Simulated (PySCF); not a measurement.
Isomers of C10H12O2, mass 164.084 u with the commonest isotopes. Level of theory: PySCF 2.14.0, PBE0-D3(BJ)/def2-SVP geometry optimisation, gas phase. One conformer each, none proved a minimum here; rigid rotors.

Question: Order these by out-of-plane moment Σ m c² = (Ia + Ib − Ic)/2, largest first.
A. `[CH3:1][CH2:2][CH2:3][O:4][C:5](=[O:6])[c:7]1[cH:8][cH:9][cH:10][cH:11][cH:12]1` with C1–C2–C3–O4 -176°, C2–C3–O4–C5 -82°, C3–O4–C5–O6 0°, O4–C5–C7–C8 178°
B. `[CH3:1][CH:2]([CH3:3])[O:4][C:5](=[O:6])[c:7]1[cH:8][cH:9][cH:10][cH:11][cH:12]1` with C1–C2–O4–C5 -151°, C2–O4–C5–O6 0°, O4–C5–C7–C8 0°
C. `[CH:1]#[C:2][C@@H:3]1[CH2:4][C@@:5]2([O:6][CH:7]=[O:8])[CH2:9][CH2:10][C@@H:11]1[CH2:12]2` with C4–C5–O6–C7 64°, C5–O6–C7–O8 0°

Answer: C (87.93 u·Å²), B (40.28 u·Å²), A (29.02 u·Å²).

Question: Order these by radius of gyration √(Σ m r²/M), smallest first.
A. `[CH3:1][CH2:2][CH2:3][O:4][C:5](=[O:6])[c:7]1[cH:8][cH:9][cH:10][cH:11][cH:12]1` with C1–C2–C3–O4 -176°, C2–C3–O4–C5 -82°, C3–O4–C5–O6 0°, O4–C5–C7–C8 178°
B. `[CH:1]#[C:2][C@@H:3]1[CH2:4][C@@:5]2([O:6][CH:7]=[O:8])[CH2:9][CH2:10][C@@H:11]1[CH2:12]2` with C4–C5–O6–C7 64°, C5–O6–C7–O8 0°
C. `[CH3:1][CH:2]([CH3:3])[O:4][C:5](=[O:6])[c:7]1[cH:8][cH:9][cH:10][cH:11][cH:12]1` with C1–C2–O4–C5 -151°, C2–O4–C5–O6 0°, O4–C5–C7–C8 0°

Answer: B (2.371 Å), C (2.703 Å), A (2.861 Å).

Question: Order these by rotational constant B, largest first.
A. `[CH:1]#[C:2][C@@H:3]1[CH2:4][C@@:5]2([O:6][CH:7]=[O:8])[CH2:9][CH2:10][C@@H:11]1[CH2:12]2` with C4–C5–O6–C7 64°, C5–O6–C7–O8 0°
B. `[CH3:1][CH2:2][CH2:3][O:4][C:5](=[O:6])[c:7]1[cH:8][cH:9][cH:10][cH:11][cH:12]1` with C1–C2–C3–O4 -176°, C2–C3–O4–C5 -82°, C3–O4–C5–O6 0°, O4–C5–C7–C8 178°
C. `[CH3:1][CH:2]([CH3:3])[O:4][C:5](=[O:6])[c:7]1[cH:8][cH:9][cH:10][cH:11][cH:12]1` with C1–C2–O4–C5 -151°, C2–O4–C5–O6 0°, O4–C5–C7–C8 0°

Answer: A (713.9 MHz), C (496.1 MHz), B (422.4 MHz).

```csv
SMILES,point group,Ia (u·Å²),Ib (u·Å²),Ic (u·Å²),κ,μa (D),μb (D),μc (D)
CC(C)OC(=O)c1ccccc1,C1,220.59,1018.76,1158.80,-0.94,0.03,1.83,0.29
C#C[C@@H]1C[C@@]2(OC=O)CC[C@@H]1C2,C1,302.37,707.94,834.46,-0.80,0.70,1.04,1.16
CCCOC(=O)c1ccccc1,C1,175.96,1196.57,1314.49,-0.97,0.28,1.69,0.15
```
